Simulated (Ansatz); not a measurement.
Coupled-cluster diagnostics for HgI₂⁺, Ansatz.

Geometry of the doublet (PBE0-D4/def2-TZVP):

```csv
atom,x (Å),y (Å),z (Å)
Hg1,-2.163,1.041,-0.112
I2,0.503,-0.044,-1.024
I3,1.660,-0.997,1.136
```

In the def2 sets Hg, I take a core potential; there is no spin–orbit coupling. Correlated methods freeze 8 core orbitals; core or outer-core shells of Hg, I are correlated, in sets that lack core-valence functions. In CCSD on the charge 1 doublet the largest single amplitude is 0.23, so its Hartree–Fock determinant may place the open shell otherwise than the density functionals do. In the doublet, I2 and I3 lie 2.63 Å apart (atoms count from 1), so these atoms are partly bonded to each other. Another isomer (doublet) lies 0.41 eV lower at PBE0-D4/def2-TZVP; other spin states weren't run for this one.

Task: Estimate the CCSD(T) correlation energy, the shares of MP2 and (T), T1 and the reference's ⟨S²⟩ for: charge 1, doublet, own geometry in def2-SVP; and the rough time on 4 threads of Arm Neoverse V1 on a shared host.

Result: 
| state | basis | correlation (eV) | MP2 share (%) | (T) share (%) | T1 | ⟨S²⟩ (pure) | wall time |
| --- | --- | --- | --- | --- | --- | --- | --- |
| charge 1, doublet, own geometry | def2-SVP | -15.804 | 98.1 | 2.3 | 0.027 | 0.76 (0.75) | 12 s |
Customary marks for T1 are 0.02 (closed shells), 0.045 (open shells) and about 0.05 (3d metals). T1 exceeds 0.02 in 1 of 1 rows and 0.045 in 0; the higher it lies, the less the single-reference result can be trusted.
